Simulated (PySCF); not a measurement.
**Working out the excitation energy of Mg**

Mg [Ne] 3s2 (1S) → Mg [Ne] 3p2 (3P). Computed with PySCF 2.14 in def2-TZVPPD, with the non-relativistic Hamiltonian (point nucleus). Frozen: 1s2. Energies in hartree (1 hartree = 27.21139 eV):

| part | Mg (lower) | Mg (upper) |
| --- | --- | --- |
| UHF | -199.606647 | -199.375416 |
| CCSD correlation | -0.200540 | -0.172005 |
| (T) | -0.002057 | -0.001224 |

Problem. What does Hartree-Fock give?

Solution. (-199.375416) − (-199.606647) = 0.231231 hartree = 6.292 eV.

Problem. What do CCSD and CCSD(T) give?

Solution. The CCSD correlation energies differ by 0.028535 hartree = 0.776 eV and the triples by 0.000833 hartree = 0.023 eV, so CCSD gives 7.068 eV and CCSD(T) 7.091 eV.

Measured between the centres of the two terms (NIST): 7.173 eV, so CCSD(T) (valence and next inner shell) is off by -0.082 eV.

What remains against the reference includes basis incompleteness, the frozen core and higher excitations.
